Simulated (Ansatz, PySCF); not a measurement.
Process, species as SMILES: N[Si](N)(N)Br + H+ -> N[Si](N)([NH3+])Br
Geometries: B3LYP-D3(BJ)/def2-TZVP minima from Ansatz (a program for electronic structure), one conformer each, not searched for the lowest. Frequencies are from Ansatz.

Property: proton affinity (enthalpy at 298 K, with B3LYP-D3(BJ) rigid-rotor harmonic-oscillator terms), positive where the reaction releases energy, in kJ/mol. Valence correlation only, unless marked. No spin-orbit coupling. Frozen are the shells of the preceding noble gas and the d and f shells that filled before the atom's block. No relativistic terms. Basis-set limits of correlation are two-point, X^-3; Hartree-Fock from the larger set. The bracket is a focal-point correction in the basis named.

```csv
level,program,proton affinity (kJ/mol)
HF/def2-TZVPD,PySCF,909.2
HF/def2-QZVPP,Ansatz,911.3
PBE/def2-TZVPD,Ansatz,901.3
BLYP-D3(BJ)/def2-TZVPD,Ansatz + dftd3,903.8
B3LYP-D4/def2-TZVPD,Ansatz + dftd4,900.5
PBE0/6-31G*,Ansatz,920.1
PBE0-D4/def2-TZVPD,Ansatz + dftd4,905.4
```

**Question.** Predict the RI-MP2/CBS(def2-TZVPP,def2-QZVPP)+[CCSD(T)-MP2]/def2-TZVPP result (Ansatz).

**Answer.** 899.1 kJ/mol
